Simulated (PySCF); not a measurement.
Caution: the restricted solution is unstable towards spin-unrestricted or complex orbitals, so a lower solution exists and this singlet may not be the ground state.

**H₅BSi₂, SMILES `B([SiH3])=[SiH2]` (charge 0, multiplicity 1)**

Level of theory: PySCF with PBE0-D3(BJ)/def2-TZVP.

- HOMO: -5.92 eV
- dipole moment: 0.29 D
- HOMO–LUMO gap: 2.84 eV
- LUMO: -3.08 eV
- total energy: -606.4598 Ha
- cost: roughly 21 core-seconds

Bonded distances (Å): Si1–B2 1.831, Si1–H4 1.479, Si1–H5 1.479, B2–Si3 1.967, Si3–H6 1.487, Si3–H7 1.493, Si3–H8 1.487. Bond angles (°): B2–Si1–H4 121.5, B2–Si1–H5 121.9, H4–Si1–H5 116.6, Si1–B2–Si3 176.1, B2–Si3–H6 113.7, B2–Si3–H7 103.1, B2–Si3–H8 113.7, H6–Si3–H7 108.7, H6–Si3–H8 108.6, H7–Si3–H8 108.7.
Charge 0, spin multiplicity 1.
